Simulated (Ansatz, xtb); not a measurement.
## Relative energy of two isomers of CH8BF3Si3

Structure a: `B[Si]([SiH3])([SiH3])C(F)(F)F`, a singlet. Structure b: `B[SiH]([SiH3])[SiH2]C(F)(F)F`, a singlet. Both are isolated molecules in the gas phase, relaxed with PBE0-D3(BJ)/def2-SVP; the shapes shown needn't be the lowest conformers.

a (Å):

```xyz
16

C    -2.1402    2.3100   -0.0214
B    -0.2899    2.1534    2.6614
F    -2.1725    3.6516   -0.0754
F    -2.3301    1.8625   -1.2736
F    -3.2033    1.9199    0.6992
Si   -0.4731    1.6598    0.7406
Si   -0.4236   -0.6650    0.4071
Si    1.2652    2.5841   -0.5430
H    -1.1246    2.8010    3.2438
H     0.6959    1.7996    3.2637
H     0.8655   -1.1894    0.9512
H    -0.5025   -0.9548   -1.0556
H    -1.5645   -1.3248    1.1094
H     1.3486    4.0622   -0.3478
H     2.5521    1.9548   -0.1173
H     1.0135    2.2833   -1.9840
```

b (Å):

```yaml
atoms:
  - { symbol: C, position_ang: [0.4410, 1.4794, -2.2546] }
  - { symbol: B, position_ang: [-0.7663, 0.7091, 1.6031] }
  - { symbol: F, position_ang: [0.9188, 2.2780, -3.2170] }
  - { symbol: F, position_ang: [0.0288, 0.3458, -2.8526] }
  - { symbol: F, position_ang: [-0.6516, 2.0750, -1.7506] }
  - { symbol: Si, position_ang: [0.7190, -0.2815, 0.7078] }
  - { symbol: Si, position_ang: [-0.2397, -2.0398, -0.5416] }
  - { symbol: Si, position_ang: [1.7520, 1.1059, -0.8763] }
  - { symbol: H, position_ang: [-0.9047, 0.7378, 2.8019] }
  - { symbol: H, position_ang: [-1.5764, 1.2754, 0.9101] }
  - { symbol: H, position_ang: [1.7848, -0.8403, 1.5997] }
  - { symbol: H, position_ang: [-0.6083, -3.1518, 0.3874] }
  - { symbol: H, position_ang: [0.7446, -2.5495, -1.5430] }
  - { symbol: H, position_ang: [-1.4673, -1.5546, -1.2356] }
  - { symbol: H, position_ang: [2.1840, 2.4295, -0.3398] }
  - { symbol: H, position_ang: [2.8990, 0.4363, -1.5563] }
```

Quicker runs give these differences E(b) − E(a): GFN2-xTB +1.57 kcal/mol; HF/STO-3G +3.07 kcal/mol (at GFN2-xTB geometries); r2SCAN-D4/def2-SVP +0.91 kcal/mol (at GFN2-xTB geometries).

Task: Estimate E(b) − E(a) at the level CCSD(T)/def2-SVP + ΔMP2/def2-TZVPP.

Result: CCSD(T)/def2-SVP + ΔMP2/def2-TZVPP gives E(b) − E(a) = +0.73 kcal/mol, slightly favouring structure a, which is too small a margin to settle the true order.

How the difference moves with the method:

```json
{"level": "GFN2-xTB", "geometry": "GFN2-xTB", "E(b) − E(a) (kcal/mol)": "+1.57", "departure from the last row (kcal/mol)": "+0.84", "job, with rough time for the two": "optimisation, 0.81 s"}
{"level": "HF/STO-3G", "geometry": "GFN2-xTB", "E(b) − E(a) (kcal/mol)": "+3.07", "departure from the last row (kcal/mol)": "+2.34", "job, with rough time for the two": "single point, 1.3 s"}
{"level": "r2SCAN-D4/def2-SVP", "geometry": "GFN2-xTB", "E(b) − E(a) (kcal/mol)": "+0.91", "departure from the last row (kcal/mol)": "+0.17", "job, with rough time for the two": "single point, 7.5 s"}
{"level": "PBE0-D3(BJ)/def2-SVP", "geometry": "PBE0-D3(BJ)/def2-SVP", "E(b) − E(a) (kcal/mol)": "−0.29", "departure from the last row (kcal/mol)": "−1.02", "job, with rough time for the two": "optimisation, 3.9 min"}
{"level": "HF/def2-SVP", "geometry": "PBE0-D3(BJ)/def2-SVP", "E(b) − E(a) (kcal/mol)": "+0.27", "departure from the last row (kcal/mol)": "−0.46", "job, with rough time for the two": "part of the CCSD(T) run"}
{"level": "MP2/def2-SVP", "geometry": "PBE0-D3(BJ)/def2-SVP", "E(b) − E(a) (kcal/mol)": "−0.06", "departure from the last row (kcal/mol)": "−0.79", "job, with rough time for the two": "part of the CCSD(T) run"}
{"level": "CCSD(T)/def2-SVP", "geometry": "PBE0-D3(BJ)/def2-SVP", "E(b) − E(a) (kcal/mol)": "0.00", "departure from the last row (kcal/mol)": "−0.73", "job, with rough time for the two": "single point"}
{"level": "CCSD(T)/def2-SVP + ΔMP2/def2-TZVPP", "geometry": "PBE0-D3(BJ)/def2-SVP", "E(b) − E(a) (kcal/mol)": "+0.73", "departure from the last row (kcal/mol)": "", "job, with rough time for the two": "single point, 3.5 min"}
```

As drawn, both hold the same kinds of bond in the same numbers.

The largest departure from CCSD(T)/def2-SVP + ΔMP2/def2-TZVPP is that of HF/STO-3G, 2.34 kcal/mol. A small imaginary or near-zero mode remains, so no thermal terms are given. The last row adds to CCSD(T) the change of the MP2 difference between the two basis sets, here +0.73 kcal/mol.

The correlated steps freeze 20 core orbitals. Run with Ansatz 0.2.0, xtb 6.7.1; the last row on 2 threads of Intel(R) Xeon(R) Processor @ 2.70GHz on a shared host.
